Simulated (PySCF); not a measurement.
# Unknowns

- shieldings: GIAO PBE0/pcSseg-1
- GFN2-xTB structure
- run in PySCF 2.14.0 with density-fitted response routines
- single conformer, non-relativistic, averaged over atoms made equivalent by symmetry, fast rotation or ring inversion, in vacuum

Chemical shifts δ = σref − σ; 1H (σref 31.72) and 13C (σref 186.93) vs TMS, all at this level. Splittings of carbon signals by F and P are missing where no couplings were computed. Where no couplings were computed, multiplicities follow the n + 1 count of equivalent neighbours, and m marks all less simple cases (inequivalent or close neighbours, rings, F or P nearby). Acid and N–H amide carbonyl carbons lie up to 10 ppm further downfield in solution (hydrogen bonding). Shifts are as computed. Against solution values, carbons near 30 ppm lie about +3 ppm off and those near 130 ppm about +5 ppm. Of 1211 compounds with measured shifts, 218 miss one by over three times the rms of a fit or turn the order of signals round; such compounds aren't used in these exercises. OH and NH positions are gas-phase values without hydrogen bonding to other molecules.

(1) C₈H₁₃NO. 1H NMR (400 MHz, computed): δ 7.01 (d, 1H), 5.84 (br, 1H), 3.04 (m, 1H), 2.74 (m, 1H), 2.43 (m, 1H), 2.39 (m, 1H), 2.07 (m, 1H), 1.91 (s, 3H), 1.18 (d, 3H). 13C{1H} NMR (computed): δ 165.3 (C), 125.3 (CH), 115.8 (C), 36.0 (CH2), 33.5 (CH2), 26.1 (CH), 24.7 (CH3), 24.3 (CH3). What is it?

(2) C₅H₆F₃NO. 1H NMR (400 MHz, computed): δ 7.84 (d, 1H), 7.26 (d, 1H), 4.28 (m, 1H), 3.98 (s, 3H). 13C{1H} NMR (computed): δ 172.8 (C), 157.1 (CH2), 133.4 (C), 83.9 (CH), 56.1 (CH3). Give a structure.

Results:

(1) `CC(=O)NC=C1CC(C)C1`. Rings plus π bonds: 3 (1 ring in the answer). 8 carbon signals for 8 carbons: no two carbons are equivalent. Carbon types of the structure: 2 × C, 2 × CH, 2 × CH2, 2 × CH3, leaving 1 H on heteroatoms. δC 165.3: amide carbonyl carbon; lone-pair donation from the attached heteroatom keeps it upfield of a ketone carbonyl. δC 125.3: alkene carbon bearing nitrogen; an sp2 carbon of a C=C bond. δC 115.8: β carbon of an enol-ether or enamine type C=C. δH 1.18: hydrogen on a methyl carbon; far from electronegative atoms and π systems.

This is the structure that produced the data.

(2) SMILES C=N/C(=C/C(F)(F)F)OC. Rings plus π bonds: 2 (no ring in the answer). 5 carbon signals for 5 carbons: no two carbons are equivalent. Carbon types of the structure: 2 × C, 1 × CH, 1 × CH2, 1 × CH3, which accounts for all hydrogens. δC 172.8: alkene carbon bearing oxygen; an sp2 carbon further deshielded by the attached heteroatom. δC 157.1: C=N carbon. δC 133.4: CF3 carbon; 3 electronegative neighbours deshield it. δC 83.9: β carbon of an enol-ether or enamine type C=C; the O or N lone pair pushes π density onto this β carbon and shields it.

The shifts were computed for this structure.
